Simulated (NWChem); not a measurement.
System: GeH2OF2; SMILES [OH][GeH]([F])[F]

Parts of the log:

```
             Northwest Computational Chemistry Package (NWChem) 7.3.0
             --------------------------------------------------------

                             Geometry "geometry" -> ""
                             -------------------------

 Output coordinates in angstroms (scale by  1.889725989 to convert to a.u.)

  No.       Tag          Charge          X              Y              Z
 ---- ---------------- ---------- -------------- -------------- --------------
    1 Ge                  32.0000    -0.26512200     0.01171500     0.00000000
    2 O                    8.0000     0.39156500     1.62582300     0.00000000
    3 F                    9.0000     0.35673500    -0.85790200     1.35381900
    4 F                    9.0000     0.35673500    -0.85790200    -1.35381900
    5 H                    1.0000    -1.78112400     0.03957800     0.00000000
    6 H                    1.0000     1.35561500     1.65974700     0.00000000

 Effective nuclear repulsion energy (a.u.)     328.5021766108

  xc_inp: hfexch multiplicative factor not found.
                              NWChem Property Module
                              ----------------------

  itol2e modified to match energy
  convergence criterion.

                                 NWChem DFT Module
                                 -----------------

 Summary of "ao basis" -> "ao basis" (spherical)
 ------------------------------------------------------------------------------
       Tag                 Description            Shells   Functions and Types
 ---------------- ------------------------------  ------  ---------------------
 Ge                          sto-3g                  8       18   4s3p1d
 O                           sto-3g                  3        5   2s1p
 F                           sto-3g                  3        5   2s1p
 H                           sto-3g                  1        1   1s

  itol2e modified to match energy
  convergence criterion.

[...]

          -----------------------------------------
          Chemical Shielding Tensors (GIAO, in ppm)
          -----------------------------------------

                                NWChem CPHF Module
                                ------------------

  scftype          =     RHF
  nclosed          =       30
  nopen            =        0
  variables        =      150
  # of vectors     =        3
  tolerance        = 0.10D-03
  level shift      = 0.00D+00
  max iterations   =       50
  max subspace     =       30

 SCF residual:    5.1242751882510390E-005

Iterative solution of linear equations
  No. of variables      150
  No. of equations        3
  Maximum subspace       30
        Iterations       50
       Convergence  1.0D-04

   iter   nsub   residual    time
   ----  ------  --------  ---------
     1      3    9.20D-01       2.3
     2      6    9.34D-02       2.6
     3      9    1.77D-02       2.8
     4     12    5.97D-03       3.1
     5     15    1.47D-03       3.4
     6     18    3.24D-04       3.8
     7     21    3.47D-05       4.3

      Atom:    1  Ge
        Diamagnetic
   2733.4895      0.5364      0.0000
      0.5364   2736.3749     -0.0000
      0.0000     -0.0000   2734.8481

        Paramagnetic
   -542.1801      6.4180      0.0000
      6.4180   -442.2315      0.0000
      0.0000      0.0000   -450.3897

        Total Shielding Tensor
   2191.3094      6.9544      0.0000
      6.9544   2294.1434      0.0000
      0.0000      0.0000   2284.4584

           isotropic =    2256.6371
          anisotropy =      56.9618

          Principal Components and Axis System
                 1           2           3
             2294.6116   2284.4584   2190.8412

      1         0.0672     -0.0000      0.9977
      2         0.9977     -0.0000     -0.0672
      3         0.0000      1.0000      0.0000

      Atom:    2  O
        Diamagnetic
    384.5640     14.8618      0.0000
     14.8618    394.1746      0.0000
      0.0000      0.0000    354.9632

        Paramagnetic
    149.2613    -85.9435      0.0000
    -85.9435    -13.5942     -0.0000
      0.0000     -0.0000    123.8719

        Total Shielding Tensor
    533.8254    -71.0818      0.0000
    -71.0818    380.5803     -0.0000
      0.0000     -0.0000    478.8351

           isotropic =     464.4136
          anisotropy =     145.9581

          Principal Components and Axis System
                 1           2           3
              561.7190    478.8351    352.6867

      1         0.9309      0.0000      0.3653
      2        -0.3653      0.0000      0.9309
      3         0.0000      1.0000      0.0000

      Atom:    3  F
        Diamagnetic
    444.3327     -9.2557     14.5283
     -9.2557    451.7928    -20.7833
     14.5283    -20.7833    470.2372

        Paramagnetic
    185.0800     45.9051    -70.5437
     45.9051    184.0879    127.1810
    -70.5437    127.1810     63.3513

        Total Shielding Tensor
    629.4127     36.6494    -56.0154
     36.6494    635.8808    106.3976
    -56.0154    106.3976    533.5885

           isotropic =     599.6273
          anisotropy =     154.7798

          Principal Components and Axis System
                 1           2           3
              702.8138    653.3767    442.6914

      1         0.0222      0.9411      0.3374
      2         0.8497      0.1601     -0.5024
      3         0.5269     -0.2978      0.7961

      Atom:    4  H
        Diamagnetic
     45.8411     -0.2857      0.0000
     -0.2857     25.0501     -0.0000
      0.0000     -0.0000     24.9609

[...]
```

Level: Hartree-Fock/STO-3G, GIAO. STO-3G and 3-21G are far too small for this property and stand as cheap habits. Geometry: optimised at PBE0/def2-SVP. The output numbers the shielded atoms by their place in the input's list. The printed shielding anisotropy is the first printed principal value minus the mean of the other two.

**Question.** Which NWChem input produces such a log?

**Answer.** This is not unique; one that fits is the input that was run:
```
start job
memory heap 200 mb stack 900 mb global 1100 mb
geometry units angstroms noautosym nocenter noautoz
  Ge    -0.265122     0.011715     0.000000
  O      0.391565     1.625823     0.000000
  F      0.356735    -0.857902     1.353819
  F      0.356735    -0.857902    -1.353819
  H     -1.781124     0.039578     0.000000
  H      1.355615     1.659747     0.000000
end
basis spherical
  Ge library sto-3g
  O library sto-3g
  F library sto-3g
  H library sto-3g
end
dft
  xc hfexch
  iterations 150
end
property
  shielding 5 1 2 3 5 6
end
task dft property
```
